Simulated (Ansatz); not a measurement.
C2H8N (SMILES C[NH2+]C), charge +1, singlet, at a GFN2-xTB geometry; CCSD(T)/def2-SVP (Ansatz, a program for electronic structure).

The Ansatz input:
Ansatz 0.2 input:
```yaml
crystal:
  periodic: [false, false, false]
  atoms:
    - {symbol: C, position_ang: [1.13626145, 0.51800927, -0.17136574]}
    - {symbol: N, position_ang: [0.11223500, -0.53475827, -0.00839106]}
    - {symbol: C, position_ang: [-1.24753940, 0.01218899, 0.17968525]}
    - {symbol: H, position_ang: [2.12079925, 0.07512594, -0.30685866]}
    - {symbol: H, position_ang: [0.90342083, 1.13036038, -1.04048709]}
    - {symbol: H, position_ang: [1.15583745, 1.15586555, 0.71028992]}
    - {symbol: H, position_ang: [0.35547925, -1.11851683, 0.80222890]}
    - {symbol: H, position_ang: [0.11904322, -1.14240726, -0.83770577]}
    - {symbol: H, position_ang: [-1.97014570, -0.79293439, 0.29559530]}
    - {symbol: H, position_ang: [-1.27499751, 0.64006506, 1.06826740]}
    - {symbol: H, position_ang: [-1.52741413, 0.61455989, -0.68250961]}
basis:
  gaussian:
    orbitals: def2-SVP
total_charge: 1
magnetization: {spin_polarized: false}
correlation: {method: ccsd_t, diis_vectors: 2}
```

Output, abridged:

```
Functional definition: HF
846 factors; integrals over basis functions are off by at most 1.6e-3 eV
mean field evaluation 1: about -3657.3768 eV, gradient 3.5e1 eV
mean field evaluation 2: about -3657.3804 eV, gradient 3.5e1 eV
mean field evaluation 4: about -3660.4619 eV, gradient 3.0e0 eV
mean field evaluation 8: about -3660.4888 eV, gradient 6.4e-5 eV
mean field evaluation 16: about -3660.4861 eV, gradient 1.3e-1 eV
mean field -3660.48877703 eV, -134.5204813875 hartree, gradient 1.6e-6 eV, S^2 0.000000; 0 other end points of the search recorded, 0 dependent functions left out
3 core orbitals not correlated
reference -3660.48877703 eV, -134.5204813875 hartree; 10, 10 occupied and 69, 69 virtual orbitals, 846 factors
second order -12.62511480 eV of doubles, -0.00000000 eV of singles
cycle   1  -13.48512006 eV  change   -8.6e-1 eV  update   6.4e-2
cycle   2  -13.84642425 eV  change   -3.6e-1 eV  update   1.9e-2
cycle   3  -13.88249599 eV  change   -3.6e-2 eV  update   5.4e-3
cycle   4  -13.88626485 eV  change   -3.8e-3 eV  update   1.4e-3
cycle   5  -13.88562864 eV  change    6.4e-4 eV  update   4.5e-4
cycle   6  -13.88521641 eV  change    4.1e-4 eV  update   1.3e-4
cycle   7  -13.88499436 eV  change    2.2e-4 eV  update   4.2e-5
cycle   8  -13.88491185 eV  change    8.3e-5 eV  update   1.5e-5
cycle   9  -13.88488542 eV  change    2.6e-5 eV  update   5.6e-6
cycle  10  -13.88487508 eV  change    1.0e-5 eV  update   2.4e-6
perturbative correction -0.34676512 eV, -0.0127433832 hartree
Total energy: -3674.72041723 eV, -135.0434845183 hartree
```
